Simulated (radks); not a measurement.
Problem. The mean radii <r> (bohr) of the occupied orbitals of an atom or ion are listed with their occupations. All-electron calculation, non-relativistic Kohn-Sham, r2SCAN, spin-polarised, spherical densities, point nucleus; meta-GGA in the generalised Kohn-Sham scheme. Program: a radial shooting solver on a logarithmic mesh with Libxc functionals.

orbital  occ.      <r>
1s up       1  0.08148
1s down     1  0.08139
2s up       1   0.3754
2s down     1   0.3769
2p up       3   0.3337
2p down     2   0.3356

Name the element and its charge. Open shells, if any, are filled with parallel spins first.

Solution. Z = 19, potassium, charge +10: K10+ in [He] 2s2 2p5. The 1s radius gives Z: for a bare nucleus <r> = 1.5/Z, 0.07895 bohr for Z = 19, and screening makes it slightly larger (0.08148 here). The occupations add up to 9, and the charge is Z minus that.
